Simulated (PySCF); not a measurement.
C₉H₅N₃S₂, SMILES c1cc(-c2nccs2)c2nsnc2c1. Atoms are numbered in the order given.

```xyz
19

C      2.6951    -1.4379     0.0000
C      2.1966    -0.1023     0.0000
C      0.8426     0.1881     0.0000
C      0.3832     1.5769     0.0000
N      1.2057     2.5993     0.0000
C      0.5397     3.7869     0.0000
C     -0.8311     3.6948     0.0000
S     -1.3168     2.0383     0.0000
C     -0.0572    -0.9308     0.0000
N     -1.3897    -0.8713     0.0000
S     -1.9407    -2.4193     0.0000
N     -0.5088    -3.2181     0.0000
C      0.4570    -2.2933     0.0000
C      1.8614    -2.5314     0.0000
H      3.7777    -1.5849     0.0000
H      2.8926     0.7377     0.0000
H      1.1018     4.7225     0.0000
H     -1.5622     4.5011     0.0000
H      2.2360    -3.5554     0.0000
```

Coordinates come from a B3LYP-D3(BJ)/def2-SVP optimisation. This is a generated structure with no PubChem entry under its InChIKey; it may be hypothetical. Other conformers were not sampled.

Calculation: PySCF with SMD-B3LYP/6-31G*.

Solvation free energies are E(SMD) − E(gas) at the gas-phase geometry, for 1 M in both phases. In vacuum the dipole moment is 0.63 D.

Computed solvation free energies in water, methanol, 1-octanol:
| solvent | ΔG(solv) (kcal/mol) | its non-electrostatic (CDS) part | dipole (D) |
|---|---|---|---|
| water | -6.2 | 0.5 | 1.15 |
| methanol | -7.3 | -0.8 | 1.13 |
| 1-octanol | -6.5 | -0.8 | 1.07 |
